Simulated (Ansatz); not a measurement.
Basis-set series for `N[Si](O)(S)Cl`. Charge 0, multiplicity 1. All single points use the PBE0-D4/def2-TZVP geometry. It is one conformer, not always the lowest.

```xyz
9

N     0.828   -1.154   -0.203
Si   -0.011    0.300   -0.044
O     0.731    1.371    0.940
S    -1.933   -0.041    0.784
Cl   -0.124    1.123   -1.927
H     0.808   -1.838    0.534
H     1.643   -1.231   -0.789
H     0.401    2.272    0.948
H    -2.343   -0.802   -0.244
```

```json
{"functional": "PBE0-D4", "basis": "def2-SVP", "functions": "102", "energy (Eh)": "-1279.42617", "HOMO (eV)": "-7.50", "LUMO (eV)": "0.88"}
{"functional": "PBE0-D4", "basis": "def2-TZVPP", "functions": "244", "energy (Eh)": "-1280.00214", "HOMO (eV)": "-7.68", "LUMO (eV)": "0.34"}
{"functional": "ωB97M-V", "basis": "def2-SVP", "functions": "102", "energy (Eh)": "-1279.86941", "HOMO (eV)": "-9.68", "LUMO (eV)": "2.74"}
{"functional": "ωB97M-V", "basis": "def2-TZVPP", "functions": "244", "energy (Eh)": "-1280.44659", "HOMO (eV)": "-9.89", "LUMO (eV)": "1.95"}
```

Give the rows for def2-QZVPP. (Best estimate.)

Computed: 
| functional | basis | functions | energy (Eh) | HOMO (eV) | LUMO (eV) |
| --- | --- | --- | --- | --- | --- |
| PBE0-D4 | def2-QZVPP | 444 | -1280.04599 | -7.72 | 0.01 |
| ωB97M-V | def2-QZVPP | 444 | -1280.48817 | -9.94 | 1.32 |

Positive LUMOs are unbound and depend on the basis.
